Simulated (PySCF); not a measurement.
SMILES F[Si](F)(F)/C=C/[SiH3], singlet, CAM-B3LYP/def2-SVP optimised geometry.

```
12

Si     0.11     0.50     0.00
C     -0.53    -0.38    -1.53
C     -1.30    -1.48    -1.51
Si    -1.86    -2.28    -3.06
F     -1.33    -3.78    -3.21
F     -3.45    -2.36    -3.18
F     -1.32    -1.45    -4.32
H     -0.36     1.92     0.00
H      1.60     0.50     0.00
H     -0.40    -0.20     1.21
H     -0.25     0.03    -2.51
H     -1.60    -1.92    -0.55
```

Density from CAM-B3LYP/def2-TZVP in PySCF at that geometry.

Minimum of the electron density along straight lines between bonded atoms, close to the bond critical point (lines longer than 1.1 times the sum of covalent radii, or with two minima, are not listed):

| bond | length / Å | ρ at the minimum / e bohr⁻³ | ∇²ρ there / e bohr⁻⁵ | position (fraction from the first atom) |
|---|---|---|---|---|
| Si1–C2 | 1.880 | 0.120 | 0.20 | 0.39 |
| C2–C3 | 1.342 | 0.344 | -1.02 | 0.50 |
| C3–Si4 | 1.832 | 0.138 | 0.18 | 0.61 |
| Si4–F5 | 1.600 | 0.141 | 0.96 | 0.42 |
| Si4–F6 | 1.600 | 0.141 | 0.96 | 0.42 |
| Si4–F7 | 1.601 | 0.140 | 0.96 | 0.42 |
| Si1–H8 | 1.489 | 0.121 | 0.15 | 0.49 |
| Si1–H9 | 1.489 | 0.121 | 0.15 | 0.49 |
| Si1–H10 | 1.488 | 0.122 | 0.15 | 0.49 |
| C2–H11 | 1.099 | 0.277 | -0.96 | 0.65 |
| C3–H12 | 1.097 | 0.276 | -0.95 | 0.65 |
